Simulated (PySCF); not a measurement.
Gas-phase reaction: 2 GeHCl3 + Ge3H8 + 2 Cl2 = 5 GeH2Cl2

Computed with PySCF and rigid-rotor harmonic-oscillator thermochemistry at 1 bar. † marks an energy on the PBE0/def2-TZVP geometry and frequencies; other levels use their own. MP2 and CCSD(T) freeze the core. 6-31G* has spherical d functions here. All species are closed-shell singlets. B3LYP is the form with VWN-RPA correlation. Ge: all electrons, no relativistic terms. MP2 isn't extrapolated to the basis-set limit. CCSD(T) isn't extrapolated to the basis-set limit.

```tsv
level	ΔH°(298 K), kJ
B3LYP/6-31G*	?
CCSD(T)/def2-SVP†	-585
MP2/def2-SVP†	-617
PBE0/def2-QZVP†	-548
PBE0/def2-TZVP	-551
ωB97M-V/def2-TZVP†	?
ωB97X-V/def2-TZVP†	?
```

Some entries are withheld; supply them.


- B3LYP/6-31G*, ΔH°(298 K), kJ: -571
- ωB97M-V/def2-TZVP†, ΔH°(298 K), kJ: -561
- ωB97X-V/def2-TZVP†, ΔH°(298 K), kJ: -570
